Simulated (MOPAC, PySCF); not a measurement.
C2HClSi, SMILES `C#C[Si]Cl` (lower singlet), neutral singlet in the gas phase. This singlet lies 1.69 eV below the relaxed triplet at the level B3LYP/cc-pVTZ // PBE0-D3(BJ)/def2-TZVP (Ansatz).

Cartesian coordinates (Å):
SMILES: C#C[Si]Cl
```xyz
5

C     -1.3629     0.1625    -0.0219
C     -0.2501    -0.1807    -0.3577
Si     1.2984    -0.9449    -0.9965
Cl     2.6490     0.4817    -0.3024
H     -2.3344     0.4813     0.2828
```
Charge 0, spin multiplicity 1.

All levels are single points at this geometry (PBE0-D3(BJ)/def2-TZVP); Pople sets use spherical d functions. Orbital energies aren't observables, and empty levels follow the basis.

SVWN5/6-31G* in PySCF gives dipole (D) = 2.27.

Estimate the dipole (D) from each of these levels: PBE-D3(BJ)/def2-TZVP in PySCF; PBE0-D3(BJ)/def2-TZVP in PySCF; B3LYP/LANL2DZ in PySCF; PBE/6-31G* in PySCF; HF/STO-3G in PySCF; PM3 in MOPAC; PM6 in MOPAC; PM7 in MOPAC.


| level | dipole (D) |
|---|---|
| PBE-D3(BJ)/def2-TZVP in PySCF | 1.76 |
| PBE0-D3(BJ)/def2-TZVP in PySCF | 1.86 |
| B3LYP/LANL2DZ in PySCF | 2.57 |
| PBE/6-31G* in PySCF | 2.25 |
| HF/STO-3G in PySCF | 3.02 |
| PM3 in MOPAC | 2.13 |
| PM6 in MOPAC | 2.05 |
| PM7 in MOPAC | 2.98 |
